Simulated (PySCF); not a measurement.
# Potential energy of SnH⁻ along the bond

Set-up: PySCF, scalar-relativistic core potentials, basis sets Sn def2-SVPD with ECP28, H def2-SVPD. Energies in eV from Sn⁻ + H in their ground configurations at the same level. State: ³Σ⁻ (triplet), unpaired electrons π ↑↑.

```tsv
R (Å)	LDA	UHF-CCSD	r²SCAN	UHF-SCS-MP2
1.567	-2.626		-2.214	-1.946
1.640	-2.839	-2.225	-2.429	-2.161
1.713	-2.960	-2.346	-2.550	-2.280
1.767	-3.004	-2.390	-2.593	-2.322
1.822	-3.017	-2.402	-2.605	-2.332
1.877	-3.006	-2.390	-2.592	-2.317
1.950	-2.960	-2.345	-2.545	-2.267
2.041	-2.869	-2.254	-2.451	-2.170
2.150	-2.727	-2.115	-2.307	-2.019
2.296	-2.509		-2.087	-1.780
```

Question: Put a parabola through the three lowest points of the LDA curve and estimate Re, k and ωe (reduced mass 0.9994 u; 1 eV/Å² = 0.16022 mdyn/Å; ωe = 1302.8·√(k/μ) cm⁻¹).

Answer: Through R = 1.767, 1.822, 1.877 Å the second-order coefficient is 3.97 eV/Å², so Re ≈ 1.824 Å, k ≈ 1.27 mdyn/Å and ωe ≈ 1469 cm⁻¹. A polynomial fit of higher order to the unrounded LDA energies gives Re = 1.821 Å, k = 1.33 mdyn/Å, ωe = 1502 cm⁻¹; anharmonicity and rounding make the difference.

The higher-order fit for each curve: LDA: Re = 1.821 Å, ωe = 1502 cm⁻¹, De = 3.02 eV; UHF-CCSD: Re = 1.820 Å, ωe = 1504 cm⁻¹, De = 2.40 eV; r²SCAN: Re = 1.819 Å, ωe = 1518 cm⁻¹, De = 2.61 eV; UHF-SCS-MP2: Re = 1.815 Å, ωe = 1533 cm⁻¹, De = 2.33 eV.

Correlated steps freeze 4 core orbitals. Correlated levels converge slowly with the basis: in double zeta they bind strong bonds too weakly, by up to about 1 eV, and carry superposition errors of some tenths. These are scalar-relativistic numbers at best; spin–orbit coupling would shift them, the dissociation energy most. For an ion De counts to the pair picked by the measured ionisation energies or electron affinities, which need not be the lowest pair at this level. The highest Kohn–Sham level is positive in this anion. Much of that is self-interaction error, but it also means that the finite basis helps to hold the extra electron. The state was picked by a PBE0 search and need not be the measured ground state.
